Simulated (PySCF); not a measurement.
Orbital gap (eV) of eight silicon and germanium compounds: PBE beside CAM-B3LYP, computed with PySCF for isolated molecules in the bases named; differences from unrounded values. The eight are the first of their class met in an unordered collection, after screening for sound electronic states; none was chosen by its value. Each molecule has one DFT geometry for both levels.

```tsv
molecule	basis	CAM-B3LYP	PBE	difference
CH10OSi4, SMILES [SiH3][Si@@H]1[SiH2]CO[SiH2]1	def2-TZVP	8.82	4.64	-4.18
Si(OH)3(NH2) (H₅NO₃Si), SMILES N[Si](O)(O)O	def2-TZVP	10.55	5.91	-4.64
CH6ClFSi2, SMILES [Si@](C)(F)(Cl)[SiH3]	def2-TZVP	10.37	5.87	-4.50
Si(H)2(Cl)(Et) (C2H7ClSi), SMILES CC[SiH2]Cl	def2-TZVP	11.17	6.57	-4.60
BrH5N2OSi, SMILES N[Si](N)(O)Br	def2-TZVP	10.45	5.98	-4.48
C2H7NOSi2, SMILES C1[SiH2]OC([SiH3])=N1	def2-TZVP	9.59	4.70	-4.89
C4H7FSi, SMILES C=C=C(F)[SiH2]C	def2-TZVP	9.13	4.41	-4.71
C4H5ClSi, SMILES C#C[Si@H](Cl)C=C	def2-TZVP	9.63	5.06	-4.57
```

PBE lies below CAM-B3LYP in 8 and above it in 0 of the eight; the mean signed difference is -4.57 and the largest -4.89 eV.
